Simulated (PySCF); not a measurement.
# Working out the ionisation energy of Sn⁺

Sn⁺ [Kr] 4d10 5s2 5p1 (2P) → Sn²⁺ [Kr] 4d10 5s2 (1S). Computed with PySCF 2.14 in aug-cc-pVQZ-DK3, with scalar relativity by spin-free X2C-1e. Frozen: [Kr] 4d10. Energies in hartree (1 hartree = 27.21139 eV):

```tsv
part	Sn⁺ (lower)	Sn²⁺ (upper)
UHF	-6173.271263	-6172.766070
MP2 opposite-spin	-0.031954	-0.025756
MP2 same-spin	-0.002308	0.000000
```

Q: What does Hartree-Fock give?

A: (-6172.766070) − (-6173.271263) = 0.505193 hartree = 13.747 eV.

Q: What do MP2 and SCS-MP2 (6/5 opposite-spin, 1/3 same-spin) give?

A: The opposite-spin parts differ by 0.169 eV and the same-spin parts by 0.063 eV. MP2: 13.747 + (0.169) + (0.063) = 13.979 eV. SCS-MP2: 13.747 + 1.2 × (0.169) + (0.063)/3 = 13.971 eV.

Measured between the centres of the two terms (NIST): 14.282 eV, so MP2 (valence) is off by -0.303 eV.

What remains against the reference includes basis incompleteness, the frozen core and correlation beyond second order.
